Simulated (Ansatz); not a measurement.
ClGa, triplet, at a GFN2-xTB geometry (such geometries of metal compounds can be far from the true shape) (the spin is typed, not shown lowest).

Input for Ansatz (an electronic-structure program):
Ansatz 0.2 input:
```yaml
crystal:
  periodic: [false, false, false]
  atoms:
    - {symbol: Ga, position_ang: [-0.00000000, -0.00000000, -0.78750881]}
    - {symbol: Cl, position_ang: [0.00000000, 0.00000000, 1.43604548]}
basis:
  gaussian:
    orbitals: 6-31G
hamiltonian:
  xc: hf
magnetization: {spin_polarized: true, initial_magnetization: 2}
```

### Question
Estimate the number of basis functions that HF/6-31G in Ansatz returns for this input.

### Answer
42

### Question
Give the <S^2> at the level HF/6-31G.

### Answer
2.005

### Question
Predict the total energy from HF/6-31G.

### Answer
-2382.361123 Ha
